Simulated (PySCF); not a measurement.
## Relaxation of sextet OsH₃

Method: PySCF, UPBE0, basis Os def2-TZVP with ECP60, H def2-TZVP (scalar-relativistic core potentials, no spin–orbit coupling, density fitting). A (50,194) grid was used.

A hand-made trigonal planar start, of D3h symmetry, held to at least that symmetry:

```xyz
4
charge 0 multiplicity 6, angstrom
Os    0.0000    0.0000    0.0000
H     1.6100    0.0000    0.0000
H    -0.8050    1.3943    0.0000
H    -0.8050   -1.3943    0.0000
```

Q: What does it relax to?

A: It ends at D3h with Os–H 1.700 Å (×3); H–Os–H 120.0° (×3). A frequency run shows a minimum. Other isomers or separated fragments may lie lower.

Q: How much energy is released, and in how many steps?

A: 18.1 kJ/mol in 4 steps.

Open d and f shells are described by one determinant, and the ground state may have another occupation or spin. At this level a doublet minimum of C3v symmetry lies 201 kJ/mol below this structure. No spin–orbit coupling is included, which matters more the heavier the element.
